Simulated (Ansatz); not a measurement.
Consider the atomization: `N[Si@@H](Cl)[Si@@H](N)Cl` → 2 Cl• + 6 H• + 2 N• + 2 Si•.

Program: Ansatz. Geometries: PBE0-D4/def2-TZVP. ΔE: electronic, gas phase. CCSD(T)/CBS is the MP2 limit (def2-TZVPP, def2-QZVPP) plus CCSD(T) − MP2 in def2-TZVPP, frozen cores. This one scheme is used for every species, atoms too. Open shells (•) are unrestricted, without spin–orbit coupling. Spin–orbit coupling would lower the free atoms: a little for Cl, Si. One conformer a species, not always the lowest.

```csv
level,ΔE (kcal/mol)
CCSD(T)/def2-TZVPP,929.2
CCSD/CBS(def2),949.6
```

(1) What does CCSD(T)/CBS give? (Estimate.)

Largest T1 diagnostic among the species: 0.012.

Answers

(1) Computed: +965.0 kcal/mol. The listed levels differ from it by -35.8, -15.4 kcal/mol.

The D4 term adds +14.8 kcal/mol with B3LYP and +7.9 kcal/mol with PBE0; it sums over pairs of atoms, weighted by their polarisabilities, and B3LYP, whose exchange is more repulsive, gets the larger term. In def2-TZVPP, CCSD(T) changes the Hartree–Fock value by +251.4 kcal/mol (the triples alone add +15.5 kcal/mol) and MP2 by +267.0 kcal/mol; breaking electron pairs costs correlation energy, which Hartree–Fock lacks. From PBE to PBE0 (25 % exact exchange), in def2-TZVPP and without D4, ΔE moves by −13.7 kcal/mol: exact exchange takes away binding that semilocal exchange gives to molecules.

B3LYP here is the variant with VWN-RPA as its local correlation; programs differ in this.

For atomizations the MP2-based limit and the directly extrapolated one differ by several kJ/mol either way, and by 10 to 25 for some Ge, Se and Sn compounds, so smaller differences from it don't rank the levels.
